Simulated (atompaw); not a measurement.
## Pseudopotential generation for phosphorus (P): PAW (atompaw), LDA (PW92), non-relativistic.

- Element: P
- Generator: atompaw 4.2.0.5
- Type: PAW
- Functional: LDA (PW92)
- Relativity: non-relativistic
- Frozen core: [Ne]
- Valence charge: 5
- Reference configuration: 3s2 3p2.75 (charge +0.25)
- Partial waves: 3s (bound): rc 1.60 bohr; 3s channel at 1.2 Ry: rc 1.60 bohr; 3p (bound): rc 1.60 bohr; 3p channel at 0.5 Ry: rc 1.60 bohr
- Local potential: bessel scheme, radius 1.10 bohr
- Core correction: smooth core density matched at 1.00 bohr
- Augmentation charge: besselshape compensation charge, radius 1.35 bohr; PAW radius 1.60 bohr; waves and projectors: custom polynom2 7 10 vanderbiltortho

All-electron outer shells of the reference configuration (LDA (PW92), non-relativistic, ld1.x):

| shell | level (eV) | outermost node (bohr) | outermost maximum (bohr) |
| --- | --- | --- | --- |
| 3s | -16.11 | 0.66 | 1.56 |
| 3p | -7.63 | 0.64 | 1.81 |

Calculated quality:

- Cutoffs needed: 12 Ry and 18 Ry (the cutoffs (Ry, on a coarse ladder) from which the occupation-weighted sum of valence levels, in a spherical-Bessel basis at the reference potential, stays within 10 and 1 mRy of its value at 400 Ry)
- Ghost test: no extra level below or beside the all-electron valence levels (s, p, d, f tested) (spherical-Bessel basis up to 400 Ry, 20 bohr box)
- Lowest eigenvalue of the overlap operator: 0.05 (s channel)
- Overlap eigenvalues printed by atompaw (projector basis): 0.0422, 0.99, 136, 1.84e+03
- Share of each valence orbital outside the PAW sphere: 3s 61 %, 3p 75 %

Generation and tests took about 0.38 s on one core of a shared server CPU.
